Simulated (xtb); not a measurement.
BF3, charge +1, doublet, geometry from GFN2-xTB (a state made from the parent by changing its charge; the spin is typed, not shown lowest). Base run: GFN2-xTB (xtb).

xtb was given this input:
```
$ xtb mol.xyz --gfn 2 --chrg 1 --uhf 1 --json

# file mol.xyz
4

B      0.02352184    -0.01117286     0.01055355
F     -1.11173673    -0.66659873    -0.01863019
F     -0.01440353     1.20151482    -0.48663557
F      1.11307256    -0.52870895     0.49940267
```

Each row names what was changed in the base input (with any setting that the change needs).

| change | ΔE vs base (kJ/mol) | G_solv (kcal/mol) | SCF cycles |
|---|---|---|---|
| base | 0.00 | - | 32 |
| alpb = ch2cl2 | -242.7 | -58.00 | 25 |
| etemp = 1000 | -10.87 | - | 18 |
| etemp = 3000 | -50.7 | - | 11 |
| acc = 1000 | 0.00 | - | 26 |
| gbsa = water | -262.8 | -62.83 | 22 |

ALPB and GBSA are two models with their own fitted parameters for each solvent, which aren't always the measured dielectric constant.
